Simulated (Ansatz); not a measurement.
Cost and result for the atomization energy of C₂H₆BFO (`BC(F)OC`) (11 atoms, 10 bonds).

```
atom   x (Å)   y (Å)   z (Å)
  B1   1.452   0.152   1.327
  C2   0.180   0.516   0.457
  F3   0.298   1.754  -0.172
  O4   0.149  -0.498  -0.475
  C5  -1.058  -0.595  -1.209
  H6   2.518   0.583   1.017
  H7   1.325  -0.585   2.257
  H8  -0.771   0.572   1.009
  H9  -1.910  -0.739  -0.535
 H10  -0.965  -1.462  -1.862
 H11  -1.219   0.301  -1.813
```

Total charge 0; spin multiplicity 1. All single points use the PBE0-D4/def2-TZVP geometry. It is one conformer, not always the lowest. Program: Ansatz. All runs use 4 threads of an INTEL XEON PLATINUM 8581C on a shared host. Times are those of one run each, without the atoms' runs, and a repeat can differ threefold. Electronic energies, without spin–orbit coupling; frozen cores. CCSD(T)/CBS adds CCSD(T) − MP2 in def2-TZVPP to the MP2 limit, and its time is that of the two runs behind it. T1 = 0.012. B3LYP takes the VWN-RPA correlation (the form of Gaussian; ORCA's B3LYP/G).

CCSD(T)/CBS is a level of theory with its own doubt, some kJ/mol a heavy atom from the limit and from the frozen cores, so smaller differences don't rank the functionals.

| level | functions | wall time | atomization (kJ/mol) | difference from CCSD(T)/CBS | per bond |
| --- | --- | --- | --- | --- | --- |
| revPBE-D4/def2-TZVPP | 239 | 1.1 s | 4086.8 | -4.2 | -0.4 |
| BLYP-D4/def2-TZVPP | 239 | 1.1 s | 4108.3 | 17.3 | 1.7 |
| PBE-D4/def2-TZVPP (with forces) | 239 | 1.4 s | 4199.7 | 108.7 | 10.9 |
| PBE0-D4/def2-TZVPP | 239 | 1.5 s | 4112.8 | 21.8 | 2.2 |
| BHLYP-D4/def2-TZVPP | 239 | 1.6 s | 3975.5 | -115.5 | -11.5 |
| B3LYP-D4/def2-TZVPP (with forces) | 239 | 2.3 s | 4106.7 | 15.7 | 1.6 |
| B2PLYP/def2-TZVPP | 239 | 3 s | 4066.3 | -24.7 | -2.5 |
| CCSD(T)/def2-SVP | 100 | 3.1 s | 3910.8 | -180.2 | -18.0 |
| B97M-V/def2-TZVPP | 239 | 3.8 s | 4099.5 | 8.5 | 0.9 |
| ωB97M-V/def2-TZVPP (with forces) | 239 | 4.9 s | 4116.5 | 25.5 | 2.6 |
| MP2/def2-QZVPP | 465 | 13 s | 4131.3 | 40.3 | 4.0 |
| CCSD(T)/def2-TZVPP | 239 | 65 s | 3994.0 | -97.0 | -9.7 |
| CCSD(T)/CBS(def2) | – | 78 s | 4091.0 | 0.0 | 0.0 |

Leaving LDA and LC-ωPBE aside and taking each functional with its dispersion term where it has one, the values spread over 224.1 kJ/mol, from BHLYP-D4 to PBE-D4. LDA lies +558.4 kJ/mol from PBE without D4, its usual overbinding. From r2SCAN to r2SCAN0 (25 % exact exchange), in def2-TZVPP and without D4, the atomization energy moves by −72.5 kJ/mol: exact exchange takes away binding that semilocal exchange gives to molecules. At CCSD(T), def2-SVP lies −180.1 kJ/mol from the extrapolated value and def2-TZVPP −97.0 kJ/mol: correlation converges slowly with the basis, and small sets miss more of it in the bonded molecule than in its fragments.
